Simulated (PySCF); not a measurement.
Species: C2H5NSSi.
Atom-mapped SMILES: `[N:1]#[C:2][CH2:3][S:4][SiH3:5]` (hydrogens: H6, H7 on C3; H8, H9, H10 on Si5)

Jobs on this species (10 atoms, 54 electrons) with PySCF (density fitting). Hardware of each: Arm Neoverse V2, one thread, shared host. The host was shared with other jobs, so the times are rough. Peak memory is the resident size of the whole Python process, interpreter and libraries included.

```
                                                                 level and settings                                                          work  basis functions  SCF cycles  wall time  peak memory
    delta-SCF UKS PBE0, pcX-2 on the ionised atom, pcseg-1 elsewhere, spin-free X2C                                 ΔSCF core ionisation, 7 holes              145           ?          ?            ?
    delta-SCF UKS SCAN, pcX-1 on the ionised atom, pcseg-1 elsewhere, spin-free X2C                                 ΔSCF core ionisation, 7 holes              125         114       21 s     0.54 GiB
      delta-SCF UKS HF, pcX-2 on the ionised atom, pcseg-1 elsewhere, spin-free X2C                                 ΔSCF core ionisation, 7 holes              145         113       22 s     0.54 GiB
 delta-SCF UKS SCAN, pcX-2 on the ionised atom, pcseg-1 elsewhere, non-relativistic                                 ΔSCF core ionisation, 7 holes              145         115       25 s     0.54 GiB
    delta-SCF UKS SCAN, pcX-2 on the ionised atom, pcseg-1 elsewhere, spin-free X2C                                 ΔSCF core ionisation, 7 holes              145         115       26 s     0.52 GiB
delta-SCF UKS SCAN, def2-TZVP on the ionised atom, pcseg-1 elsewhere, spin-free X2C                                 ΔSCF core ionisation, 7 holes              122         114       24 s     0.54 GiB
   delta-SCF UKS B3LYP, pcX-2 on the ionised atom, pcseg-1 elsewhere, spin-free X2C                                 ΔSCF core ionisation, 7 holes              145         104       32 s     0.53 GiB
     delta-SCF UKS PBE, pcX-2 on the ionised atom, pcseg-1 elsewhere, spin-free X2C                                 ΔSCF core ionisation, 7 holes              145         110       16 s     0.54 GiB
                                                 PBE0-D3(BJ)/def2-SVP, grid level 1  geometry optimisation from a GFN2-xTB start shaken at random              103          50       21 s     0.42 GiB
```

Q: Fill in the missing figures.

A: 
- delta-SCF UKS PBE0, pcX-2 on the ionised atom, pcseg-1 elsewhere, spin-free X2C; ΔSCF core ionisation, 7 holes: 31 s, 0.61 GiB, 101 SCF cycles

Q: What do all jobs in the table cost together?

A: About 3.6 min; the longest takes about 15 % of that, and about 2 times as long as the shortest.
